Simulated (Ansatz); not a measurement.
The first iterations of a band of Cl3FH2OZr (8 atoms, charge 0, multiplicity 1).

Method: RKS BLYP-D4/def2-SVP in Ansatz 0.2.0.

```
movable images  : 9
climbing image  : yes
spring          : 5.0 eV/Å²
optimiser       : quadratic models (default)
start path      : through a guess of the saddle point
force threshold : 0.05 eV/Å
iteration limit : 60
end points      : relaxed
```

Initial state:

```xyz
8
Properties=species:S:1:pos:R:3
Zr 0.102 -0.041 0.089
Cl -0.019 0.442 2.440
Cl 2.177 0.441 -0.939
F -0.963 1.422 -0.515
Cl -1.175 -1.797 -0.941
O 1.105 -1.991 1.039
H 0.686 -2.829 0.753
H 1.116 -1.990 2.019
```

Final state:

```xyz
8
Properties=species:S:1:pos:R:3
Zr 0.116 -0.490 -0.235
Cl 1.066 0.384 2.641
Cl 2.117 0.542 -0.984
F -1.292 0.711 0.255
Cl -0.720 -1.596 -2.151
O 0.404 -2.001 1.006
H 0.416 -2.974 0.985
H 0.922 -0.918 2.428
```

| iteration | highest image above the first end (eV) | largest band force component (eV/Å) |
| --- | --- | --- |
| 1 | 2.781 | 3.673 |
| 2 | 1.287 | 2.583 |
| 3 | 0.912 | 4.949 |
| 4 | 0.869 | 1.173 |

Task: Does the band converge within its limit, and where does its top end?

Result: The forces met the threshold. It ended after 14 iterations with the highest image 0.809 eV above the first end. A vibrational analysis at the climbing image gives one clearly imaginary mode, 315i cm⁻¹: a first-order saddle point. The orbitals stay closed-shell, which can raise the energy where a bond breaks towards radicals; this wasn't checked here.

Run time: 4.2 min on 4 threads of Arm Neoverse V1, with other jobs on the host, peak memory 0.21 GiB.
